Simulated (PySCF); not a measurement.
# Working out the excitation energy of Mg

Mg [Ne] 3s2 (1S) → Mg [Ne] 3s1 3d1 (3D). Calculation: PySCF 2.14, in aug-cc-pVTZ (6s5p3d2f, 50 functions); no relativity, point nucleus. Frozen: [Ne]. Energies in hartree (1 hartree = 27.21139 eV):

```json
{"part": "UHF", "Mg (lower)": "-199.613351", "Mg (upper)": "-199.407176"}
{"part": "CCSD correlation", "Mg (lower)": "-0.033751", "Mg (upper)": "-0.006952"}
{"part": "(T)", "Mg (lower)": "0.000000", "Mg (upper)": "0.000000"}
```

Task: What does Hartree-Fock give?

Result: (-199.407176) − (-199.613351) = 0.206175 hartree = 5.610 eV.

Task: What do CCSD and CCSD(T) give?

Result: The CCSD correlation energies differ by 0.026799 hartree = 0.729 eV and the triples by 0.000000 hartree = 0.000 eV, so CCSD gives 6.339 eV and CCSD(T) 6.339 eV.

Measured between the centres of the two terms (NIST): 5.946 eV, so CCSD(T) (valence) is off by 0.393 eV.

What remains against the reference includes basis incompleteness, the frozen core and higher excitations.
